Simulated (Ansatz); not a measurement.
Basis-set extrapolation for `B[O][AlH][CH3]` (PBE0-D4/def2-TZVP geometry, frozen core, Ansatz). Multiplicity 1, RHF reference.

```
                      def2-TZVPP   def2-QZVPP
                 HF  -382.989987  -383.004598
    MP2 correlation    -0.593885    -0.636743
CCSD(T) correlation    -0.654355      not run
```

Energies in hartree. Use E(X) = E(∞) + A·exp(−7.88·√X) for Hartree–Fock and E(X) = E(∞) + B·X^(−2.97) for correlation, with X = 3 and 4, and add CCSD(T) minus MP2 of the smaller set to the MP2 limit.

Task: What is the CCSD(T) energy at the basis-set limit?

Result: HF limit: -383.004598 + (-0.014611) × 0.13774 = -383.00661. MP2 limit: -0.636743 + (-0.042858) × 0.74074 = -0.66849. Higher-order term: -0.654355 − (-0.593885) = -0.06047. Total: -383.73557 hartree, 239.5 kJ/mol below CCSD(T)/def2-TZVPP.
